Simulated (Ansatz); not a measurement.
Geometry optimisation, RKS B3LYP/def2-SVP in Ansatz.

Input file:

```yaml
crystal:
  periodic: [false, false, false]
  atoms:
    - { symbol: B, position_ang: [0.5178, 1.308, 1.4806] }
    - { symbol: Si, position_ang: [0.5372, 0.2537, -0.1317] }
    - { symbol: C, position_ang: [1.7257, -1.1332, 0.112] }
    - { symbol: C, position_ang: [-1.0778, -0.4474, -0.4924] }
    - { symbol: "N", position_ang: [-2.1059, 0.6089, -0.7451] }
    - { symbol: H, position_ang: [1.4462, 1.904, 1.859] }
    - { symbol: H, position_ang: [-0.5226, 1.4811, 2.0566] }
    - { symbol: H, position_ang: [1.12681, 0.3415, 1.22783] }
    - { symbol: H, position_ang: [1.8068, -1.7424, -0.7476] }
    - { symbol: H, position_ang: [1.4347, -1.7573, 1.0069] }
    - { symbol: H, position_ang: [2.7531, -0.7131, 0.3561] }
    - { symbol: H, position_ang: [-1.455, -1.0494, 0.406] }
    - { symbol: H, position_ang: [-1.1388, -1.0963, -1.3935] }
    - { symbol: H, position_ang: [-1.9037, 1.0707, -1.6294] }
    - { symbol: H, position_ang: [-3.0537, 0.1656, -0.8324] }
basis:
  gaussian: { orbitals: def2-SVP }
hamiltonian:
  xc: b3lyp
relax:
  f_tol: 0.02
  max_steps: 50
```

Launched with:

```bash
$ ansatz run input.yaml --threads 2 --pin off --max-ram 3072MiB --backend cpu --events-out ev --progress --plain --runs-dir out
```

Q: Where does it end, and by what steps?

A: The run converged. After 13 steps the energy has fallen by 2.292 eV; H7 moved furthest, 1.19 Å.

```
step  energy less start (eV)  largest force component (eV/Å)  accepted
   0                  0.0000                           3.780       yes
   1                 -1.1022                           1.967       yes
   2                 -1.5724                           0.865       yes
   3                 -1.8485                           0.483       yes
   4                 -2.0284                           0.260       yes
   5                 -2.1462                           0.287       yes
   6                 -2.2176                           0.192       yes
   7                 -2.2587                           0.334       yes
   8                 -2.2743                           0.231       yes
   9                 -2.2844                           0.129       yes
  10                 -2.2892                           0.111       yes
  11                 -2.2915                           0.083       yes
  12                 -2.2921                           0.040       yes
  13                 -2.2923                           0.018       yes
```

```xyz
15
Properties=species:S:1:pos:R:3
B 0.633 1.636 1.256
Si 0.503 0.092 0.163
C 1.808 -1.268 0.110
C -1.132 -0.577 -0.538
N -2.242 0.352 -0.384
H 1.711 1.885 1.738
H -0.296 2.399 1.327
H 0.218 0.458 1.828
H 2.164 -1.398 -0.927
H 1.419 -2.241 0.449
H 2.676 -0.995 0.729
H -1.356 -1.514 0.005
H -0.908 -0.904 -1.584
H -2.027 1.261 -0.792
H -3.082 0.007 -0.848
```

Whether the end is a true minimum wasn't checked by a vibrational analysis.

Run time: 49 s on 2 threads of Arm Neoverse V2, with other jobs on the host, peak memory 0.29 GiB.
